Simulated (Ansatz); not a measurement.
Molecule: TiO2, charge 0, multiplicity 1. SMILES: [O]=[Ti]=[O]
Geometry: optimised at B3LYP-D3(BJ)/def2-TZVP (Ansatz, a program for electronic structure).

Property: vertical triplet-singlet gap, E(triplet) - E(singlet), in eV. Terms: six Cartesian d functions in 6-31G* and its kin unless marked 5d; each state is the SCF solution reached for its charge and spin; spin-orbit terms left out; LANL2DZ with its own core potentials from Na on; open shells spin-unrestricted; frozen cores in correlated levels (noble-gas shells and the d and f shells of earlier blocks); non-relativistic; no dispersion term unless named. First-principles rows: single points at B3LYP-D3(BJ) geometries (Ansatz). A UHF reference is markedly spin-contaminated in at least one set, which strains HF and MP2. Levels can end on unlike triplets.

```csv
level,program,"vertical triplet-singlet gap, E(triplet) - E(singlet) (eV)"
HF/6-31G*,Ansatz,0.72
PBE/6-31G*,Ansatz,2.21
PBE/6-31G* with LANL2DZ past Ar,Ansatz,2.34
B3LYP/STO-3G,Ansatz,0.45
B3LYP/3-21G,Ansatz,1.79
B3LYP/6-31G*,Ansatz,2.10
B3LYP/6-31G* with LANL2DZ past Ar,Ansatz,2.19
MP2/6-31G*,Ansatz,4.74
MP2/6-31G* with LANL2DZ past Ar,Ansatz,4.97
PBE/def2-TZVPD,Ansatz,2.37
```

No value to compare with is used here. The 9 habitual levels span 0.45 (B3LYP/STO-3G) to 4.97 eV (MP2/6-31G* with LANL2DZ past Ar); PBE/def2-TZVPD gives 2.37.

The levels are drawn from those run, B3LYP/6-31G* more often than the rest, none by its result; left out are runs that failed, that the program found above a lower state of the same kind, or whose <S^2> lies over 0.5 above the pure value.
